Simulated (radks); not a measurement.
Results of a calculation; reference values are marked as such.
Polarisability of the dysprosium ion Dy2+, [Xe] 4f10, at imaginary frequency. Code: a radial shooting solver on a logarithmic mesh with Libxc functionals. Model: scalar-relativistic Kohn-Sham, LDA (Slater exchange, Perdew-Wang correlation), spin-polarised, spherical densities, finite nucleus; open shells are filled with parallel spins first (spin-orbit coupling, left out, can overturn this in heavy ions); Fermi nuclear charge, rms radius 5.2218 fm. Response by self-consistent Sternheimer equations with the Hartree and adiabatic LDA kernel, the relativistic mass of each level held fixed and spin-orbit coupling left out.

| w (hartree) | alpha1(iw) (bohr^3) |
|---|---|
| 0.00266 | 9.249 |
| 0.0143 | 9.208 |
| 0.0360 | 9.009 |
| 0.0697 | 8.549 |
| 0.118 | 7.896 |
| 0.186 | 7.180 |
| 0.280 | 6.489 |
| 0.413 | 5.816 |
| 0.605 | 5.059 |
| 0.892 | 4.109 |
| 1.35 | 2.980 |
| 2.12 | 1.854 |
| 3.59 | 0.9565 |
| 6.94 | 0.3807 |
| 17.5 | 0.09075 |

Static values: alpha1 = 9.250 bohr^3 (1.371 angstrom^3; uncoupled 23.29). C6 = 46.05, triple-dipole C9 = 249.2 atomic units. One-pole (London) frequency 4 C6 / (3 alpha1^2) = 0.718 hartree, against 0.579 for minus the highest occupied eigenvalue.
